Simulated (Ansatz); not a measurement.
Ansatz (a program for electronic structure) input for C3H3ClF2, SMILES [C@H]1(Cl)[C@H](F)[C@@H]1F, CAM-B3LYP/def2-SVPD. Geometry: PBE0-D3(BJ)/def2-SVP. The structure was generated by enumeration; whether it is a known compound was not checked.

Ansatz 0.2 input:
```yaml
crystal:
  periodic: [false, false, false]
  atoms:
    - {symbol: F, position_ang: [-1.62669266, 0.20037737, 1.38628779]}
    - {symbol: C, position_ang: [-0.62745749, -0.43644425, 0.74907317]}
    - {symbol: C, position_ang: [-0.62745749, -0.43644425, -0.74907318]}
    - {symbol: F, position_ang: [-1.62669266, 0.20037737, -1.38628779]}
    - {symbol: C, position_ang: [0.35669240, 0.40481968, 0.00000000]}
    - {symbol: Cl, position_ang: [2.06334777, 0.02270617, 0.00000000]}
    - {symbol: H, position_ang: [-0.27061445, -1.33044166, 1.27228866]}
    - {symbol: H, position_ang: [-0.27061445, -1.33044166, -1.27228866]}
    - {symbol: H, position_ang: [0.13412004, 1.47649868, 0.00000000]}
basis:
  gaussian:
    orbitals: def2-SVPD
hamiltonian:
  xc: {name: CAM-B3LYP}
```

Log of the run:

```
WARN ansatz: RAYON_NUM_THREADS=1 ignored (pool sized by the plan → 1); use --threads N
Functional definition: CAM-B3LYP
integrals: 0.11 GiB planned
1345 factors; their error is unknown
integrals: 0.14 GiB planned
496 factors; integrals over basis functions are off by at most 2.1e-5 eV
mean field: 1.01 GiB planned
mean field evaluation 1: about -21100.5845 eV, gradient 3.1e1 eV
mean field evaluation 2: about -21101.1164 eV, gradient 2.9e1 eV
mean field evaluation 4: about -21102.4037 eV, gradient 1.5e0 eV
mean field evaluation 8: about -21102.4077 eV, gradient 2.4e-2 eV
mean field evaluation 16: about -21102.4512 eV, gradient 2.3e-5 eV
mean field -21102.45122263 eV, -775.5007786766 hartree, gradient 2.1e-5 eV, S^2 0.000000; 0 other end points of the search recorded, 0 dependent functions left out
reference -21102.45135657 eV, -775.5007835986 hartree; 28, 28 occupied and 129, 129 virtual orbitals, 1345 factors
Total energy: -21102.45135657 eV, -775.5007835986 hartree
```

The calculation finished and met its thresholds.
